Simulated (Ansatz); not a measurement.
A nudged elastic band was laid between two geometries of FGeH3O3 + H2 (10 atoms, charge 0, multiplicity 1).

Level of theory: RHF/def2-SVP (Ansatz 0.2.0).

* movable images: 7
* climbing image: yes
* spring: 5.0 eV/Å²
* optimiser: quadratic models (default)
* start path: through a guess of the saddle point
* force threshold: 0.03 eV/Å
* iteration limit: 60
* end points: relaxed

Image 0:

```xyz
10
Properties=species:S:1:pos:R:3
Ge -0.326 -0.437 -0.396
F -0.001 0.335 1.100
O 1.160 -1.070 -0.996
H 1.850 -0.462 -1.215
O -0.977 0.742 -1.471
H -1.833 1.097 -1.281
O -1.463 -1.699 -0.109
H -1.189 -2.440 0.411
H 1.917 2.685 2.639
H 1.468 2.159 2.357
```

Image 8:

```xyz
10
Properties=species:S:1:pos:R:3
Ge 0.987 0.151 0.146
F -2.342 -0.022 1.141
O 1.568 -0.355 -1.416
H 1.163 -1.117 -1.804
O -0.413 1.225 -0.088
H -0.356 1.907 -0.740
O 0.328 -1.193 1.018
H -0.590 -1.144 1.260
H 2.109 0.871 0.859
H -1.851 0.588 0.663
```

Problem. What changes between the two ends?

Solution. Bonds broken: Ge1–F2, H9–H10. Bonds formed: Ge1–H9, F2–H10. FGeH3O3 + H2 becomes FH + GeH4O3.

Problem. What energy profile does the band end with?

Solution. The forces met the threshold. The highest image is number 4 of 0 to 8, 58.7 kcal/mol above the first end and 58.0 kcal/mol above the last; the last end lies 0.7 kcal/mol above the first. Neighbouring images differ by up to 2.3 eV, so the band resolves the path poorly. A vibrational analysis at the climbing image gives one clearly imaginary mode, 1398i cm⁻¹: a first-order saddle point. The orbitals stay closed-shell, which can raise the energy where a bond breaks towards radicals; this wasn't checked here.

```csv
image,path coordinate (Å),energy (kcal/mol),Ge1–F2 (Å),H9–H10 (Å),Ge1–H9 (Å)
0,0.00,0.0,1.71,0.75,4.90
1,1.90,0.1,1.71,0.75,4.22
2,3.80,0.1,1.71,0.75,4.51
3,5.70,5.9,1.72,0.74,3.06
4,7.60,58.7,2.07,0.92,1.77
5,9.07,12.2,2.91,2.08,1.53
6,10.54,5.2,3.05,2.67,1.51
7,12.01,1.2,3.25,3.43,1.51
8,13.47,0.7,3.48,3.97,1.51
```

Problem. What is the geometry of the highest image?

Solution. 
```xyz
10
Properties=species:S:1:pos:R:3
Ge 0.163 0.074 -0.161
F -0.914 0.637 1.516
O 1.602 -0.101 -1.116
H 1.929 -0.985 -1.202
O -0.848 1.125 -1.074
H -1.587 1.470 -0.593
O -0.237 -1.560 0.241
H -0.912 -1.658 0.897
H 1.111 0.956 1.052
H 0.298 0.952 1.479
```

The band took 44 iterations and about 16 core-minutes.

Time of the run: 8.6 min on 2 threads of Arm Neoverse V1 (shared host), peak memory 0.27 GiB.
